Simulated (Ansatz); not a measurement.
An input meant for the cluster ReO₂⁻ (charge -1, singlet; atoms displaced at random, 0.08 Å in each coordinate).

```yaml
crystal:
  periodic: [false, false, false]
  atoms:
    - {symbol: Re, position_ang: [0.276705, -0.081462, 0.000879]}
    - {symbol: O, position_ang: [-0.164504, 1.615920, -0.182784]}
    - {symbol: O, position_ang: [-0.338513, -1.508303, 0.227639]}
basis:
  gaussian: {orbitals: def2-TZVPD}
total_charge: -1
hamiltonian: {xc: {name: wB97X-D}}
scf: {lower_state_search: off}
output: {forces: true}
```

```sh
$ ansatz run in.yaml --threads 4 --pin off --events-out ev --progress --plain --max-ram 3916MiB
```

It prints (some lines left out):

```
Error: YAML parse error: error: line 10 column 19: hamiltonian.xc: no functional is named "wB97X-D"; the names, which are not case-sensitive, are SVWN5, SPW92, PBE, PBE0, PBEsol, revPBE, revPBE0, RPBE, rPW86-PBE, HSE06, wPBEh, LC-wPBE, HISS, HF, BLYP, B3LYP, B3LYP5, BHLYP, CAM-B3LYP, r2SCAN, r2SCANh, r2SCAN0, r2SCAN50, m-r2SCAN, B97, wB97, wB97X, wB97X-V, B97M-V, wB97M-V, B2PLYP, B2GP-PLYP, PBE0-DH, PBE-QIDH
 8 |   gaussian: {orbitals: def2-TZVPD}
 9 | total_charge: -1
10 | hamiltonian: {xc: {name: wB97X-D}}
11 | scf: {lower_state_search: off}
12 | output: {forces: true}
```

**Question.** What is wrong with this run?

**Answer.** The method's name isn't one that the program takes here. The program refused the input.
